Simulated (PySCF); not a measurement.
hydrogen atom (H), doublet. Base run: PBE/def2-SVP (PySCF).

The PySCF input:
```python
from pyscf import gto, scf, dft

mol = gto.Mole()
mol.atom = '''
    H     0.000000    0.000000    0.000000
'''
mol.basis = 'def2-svp'
mol.charge = 0
mol.spin = 1
mol.verbose = 4
mol.build()

mf = dft.UKS(mol)
mf.xc = 'pbe'
mf.kernel()
mf.analyze()
```

The base run was repeated with changes; each row names its change, and settings that it needs were set with it.

```json
[
 {"change": "base", "ΔE vs base (mEh)": "0.000", "SCF cycles": "5", "<S^2>": "0.750"},
 {"change": "level_shift = 1.0 (with mf.max_cycle = 100)", "ΔE vs base (mEh)": "0.000", "SCF cycles": "8", "<S^2>": "0.750"},
 {"change": "conv_tol = 1e-6", "ΔE vs base (mEh)": "0.000", "SCF cycles": "4", "<S^2>": "0.750"},
 {"change": "init_guess = atom", "ΔE vs base (mEh)": "0.000", "SCF cycles": "4", "<S^2>": "0.750"},
 {"change": "conv_tol_grad = 1e-7", "ΔE vs base (mEh)": "0.000", "SCF cycles": "10", "<S^2>": "0.750"},
 {"change": "conv_tol_grad = 1e-3", "ΔE vs base (mEh)": "0.000", "SCF cycles": "5", "<S^2>": "0.750"},
 {"change": "solver = newton; init_guess = 1e", "ΔE vs base (mEh)": "0.000", "SCF cycles": "-", "<S^2>": "0.750"},
 {"change": "diis = off; damp = 0.3 (with mf.diis_start_cycle = 200; with mf.max_cycle = 150)", "ΔE vs base (mEh)": "0.000", "SCF cycles": "7", "<S^2>": "0.750"},
 {"change": "DIIS = EDIIS", "ΔE vs base (mEh)": "0.000", "SCF cycles": "6", "<S^2>": "0.750"},
 {"change": "conv_tol = 1e-4", "ΔE vs base (mEh)": "0.000", "SCF cycles": "3", "<S^2>": "0.750"},
 {"change": "init_guess = sap", "ΔE vs base (mEh)": "0.000", "SCF cycles": "4", "<S^2>": "0.750"},
 {"change": "diis_space = 20", "ΔE vs base (mEh)": "0.000", "SCF cycles": "5", "<S^2>": "0.750"},
 {"change": "damp = 0.5; diis_start_cycle = 5", "ΔE vs base (mEh)": "0.000", "SCF cycles": "8", "<S^2>": "0.750"}
]
```

Open shells are given as the SCF converged; they aren't shown to be the lowest states, and a large step between rows can be another state.
